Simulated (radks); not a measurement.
The numbers below are computed, except where a source is named.
Q: The table gives one normalised radial function P(r) = r R(r) of B+ in [He] 2s1 2p1 (r in bohr). Code: a radial shooting solver on a logarithmic mesh with Libxc functionals. Model: scalar-relativistic Kohn-Sham, PBE, spin-unpolarised, spherical densities, finite nucleus; Fermi nuclear charge, rms radius 2.406 fm.

r            P
0.01374  0.0008
0.01692  0.0012
0.02067  0.0017
0.02545  0.0026
0.03133  0.0039
0.03858  0.0058
0.0475   0.0086
0.05801  0.0125
0.07142  0.0183
0.08794  0.0267
0.1083   0.0386
0.1333   0.0552
0.1628   0.0771
0.2005   0.1076
0.2468   0.1478
0.3039   0.1993
0.3741   0.2630
0.457    0.3354
0.5626   0.4199
0.6927   0.5086
0.8529   0.5930
1.05     0.6640
1.293    0.7050
1.579    0.7005
1.944    0.6412
2.394    0.5318
2.947    0.3933
3.629    0.2545
4.432    0.1435
5.457    0.0645
6.719    0.0226

Which n and l does it have? It may be an empty orbital.

A: n = 2, l = 1: the number of nodes gives n - l - 1 = 0, the rise at small r (about r^(l+1)) gives l, and the extent must fit the shell. The curve is that of 2p. 2p: eigenvalue -13.457 eV, 0 radial nodes, <r> = 1.85 bohr, 90 % of the charge inside 3.05 bohr.
